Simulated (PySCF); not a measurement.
WS2F2 (singlet state).
Z-matrix (Å and degrees, PBE0-D3(BJ)/def2-SVP geometry), rows numbered from 1:
```
W 
S   1  2.1169
S   1  2.1149  2  107.12
F   1  1.8512  2  108.49  3  -116.48
F   1  1.8511  2  108.49  3   116.42
```

The calculation used TDDFT B3LYP/def2-SVPD, vertical, gas phase, core orbitals frozen in the response, def2 core potentials past Kr in PySCF 2.14.0, density-fitted response routines. Spin–orbit coupling is left out.

Each state is given a Gaussian of 0.5 eV full width at half maximum, with ε(max) = 2.175×10⁸ f / Δν̃ (Δν̃ the width in cm⁻¹). The width is an assumption, not a result. The curve ends short of the highest state used, and states not computed would add to its high-energy end.

```
λ (nm)  ε (L mol⁻¹ cm⁻¹)
 290.4               515
 301.8               361
 313.2               259
 324.6               204
 336.0               185
 347.4               243
 358.8               432
 370.2               722
 381.6               980
 393.0              1083
 404.4               999
 415.8               791
 427.2               551
 438.6               346
 450.0               199
 461.4               106
 472.8                54
 484.2                26
 495.6                12
 507.0                 5
 518.4                 2
 529.8                 1
 541.2                 0
 552.6                 0
```

(1) Locate the maxima and give the states behind the curve.

(2) Does any computed singlet lie in the visible range?

(3) Coming from long wavelengths, where does ε first pass 100 L mol⁻¹ cm⁻¹?

(4) On this curve, what absorbance would a 10⁻³ mol/L sample give at 355 nm over a 1 cm path?

Results:

(1) 393 nm (3.15 eV), ε about 1100, made up of S2 (97%) (ε in L mol⁻¹ cm⁻¹; maxima over ε = 5, shares over 10%). At its high-energy end, 4.27 eV, the curve is still rising (ε about 520, from S5, S8 and S10). The states used: S1 2.99 eV (f 0.0008); S2 3.16 eV (f 0.019); S3 3.81 eV (f 0.0028); S4 3.98 eV (f 0.0000); S5 4.25 eV (f 0.0064); S6 4.25 eV (f 0.0000); S7 4.39 eV (f 0.0002); S8 4.64 eV (f 0.0078); S9 4.86 eV (f 0.0000); S10 4.87 eV (f 0.060).

(2) 2 computed singlets (S1 to S2) lie in the visible range (380 to 750 nm), the largest f among them at 393 nm, f = 0.019; light of that wavelength is violet, and its complementary colour is yellow-green; a Tamm–Dancoff triplet lies at 500 nm, without intensity as long as spin–orbit coupling is left out.

(3) At about 462 nm (2.68 eV), 0.31 eV below S1.

(4) 355 nm is 3.493 eV, where ε is about 350 L mol⁻¹ cm⁻¹, so A = ε c l ≈ 0.35 (Beer–Lambert, with the gas-phase spectrum and the assumed width).

The vertical ionisation energy (ΔSCF) is 9.84 eV, 4.97 eV above S10.
